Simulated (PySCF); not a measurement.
## [Dy(PH3)]3+ relaxed at several levels

Computed with PySCF 2.14.0, def2-SVP on the ligands, density fitting, scalar-relativistic core potentials, no spin-orbit coupling, vacuum. Each row is relaxed at its own level from the same template. Distances are means of the shortest metal–ligand contacts, charges and spins Mulliken's; removal energies are rigid, with the ligand's formal charge and no counterpoise, so too large; for an anion taken off a cation in vacuum most of it is the attraction of opposite charges, and multiply charged cations can part far more cheaply with an electron moved from ligand to metal. lcecp potentials hold a fixed number of 4f electrons in the core, out of states, spins and gaps.

```tsv
level	basis on the metal	point group	M–PH3 (Å)	charge on M (e)	removal of one PH3 (eV)	strongest infrared band, degenerate modes summed (cm⁻¹)	unstable modes (below −25 cm⁻¹)
B3LYP	lcecp-1-SVP with ECP55	C3v	2.931	2.25	5.80	2405	0
```

Q: What does the calculation give for PBE0, lcecp-1-SVP with ECP55?

A: point group: C3v, M–PH3 (Å): 2.899, charge on M (e): 2.28, removal of one PH3 (eV): 5.80, unstable modes (below −25 cm⁻¹): 0.
```xyz
5

Dy    0.0000    0.0000   -0.3810
P     0.0000    0.0000    2.5180
H     1.3309    0.0000    3.0353
H    -0.6655    1.1526    3.0353
H    -0.6655   -1.1526    3.0353
```

One start shape was tried for each, so a minimum needn't be the lowest isomer.
